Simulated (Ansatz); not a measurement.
# A rate constant, worked out

An elementary step of GeNH$_{5}$O, singlet (GeNH₅O ([NH2][GeH2][OH]) → GeH₂O ([O][GeH2]) + NH₃ (still joined by a long Ge–N bond); Ge–N, O–H broken or loosened, N–H formed or tightened). The start structure is the reactant molecule, and the electronic barrier above it is 1.757 eV by CCSD(T) at an estimated basis limit (MP2 extrapolated from triple and quadruple zeta, plus CCSD(T) − MP2 in triple zeta). Program: Ansatz 0.2.0. Basis: def2-TZVPP and def2-QZVPP. Cores are frozen in the correlated methods. Filled d shells of the heavier atoms are correlated. The def2 sets are not built for correlating such inner shells, so the correlated values are less sure here. Extrapolation: Hartree–Fock as exp(−7.88 √X), correlation as X^−2.97. Harmonic wavenumbers at PBE0-D4/def2-TZVP (Ansatz 0.2.0), in cm⁻¹:

Start: 170, 195, 325, 484, 524, 664, 704, 713, 790, 873, 915, 952, 1578, 2147, 2161, 3577, 3675, 3886.

Saddle: 1207i, 364, 419, 460, 575, 678, 757, 782, 857, 875, 899, 1512, 1540, 1975, 2113, 2126, 3527, 3631.

Problem. Work out the transition-state-theory rate constant at 500 K from these numbers alone (harmonic vibrations; rotation, path degeneracy and anharmonicity left out), and the Wigner tunnelling factor. Use 1 cm⁻¹ = 1.2398 × 10⁻⁴ eV and k_B = 8.617 × 10⁻⁵ eV/K.

Solution. Zero-point energies, half the sums: start 24333/2 cm⁻¹ = 1.5085 eV; saddle, real modes only, 23090/2 cm⁻¹ = 1.4314 eV.
Barrier with zero-point energy: 1.757 + 1.4314 − 1.5085 = 1.6799 eV.
k_BT = 0.04309 eV, so the barrier is 38.99 k_BT.
Vibrational partition functions from the zero-point level, ln q = −Σ ln(1 − exp(−hν/k_BT)): start 3.618, saddle 1.978.
k = (k_BT/h) exp(ln q‡ − ln q) exp(−E0/k_BT), with log₁₀(k_BT/h in s⁻¹) = 13.02: log₁₀ k = 13.02 + (-1.640 − 38.99)/2.3026 = -4.63, so k ≈ 2 × 10^(-5) s⁻¹.
Wigner factor: 1 + (hν‡/k_BT)²/24 = 1 + (3.47)²/24 = 1.50. A change of 1 kcal/mol (0.043 eV) in the barrier would change k by a factor of 2.7 at this temperature.

No T1 diagnostic of these runs exceeds 0.018.

Labels in which every atom is bracketed show which atoms are joined, not bond orders.

For scale, one of the runs: CCSD(T)/def2-TZVPP, 180 basis functions, launched by `ansatz run in.yaml --threads 4 --pin off --events-out ev --progress --plain --max-ram 9574MiB`. Hardware: 4 CPU threads of an Arm Neoverse V1, shared host. Wall time 42 s; peak host memory 1.8 GiB.
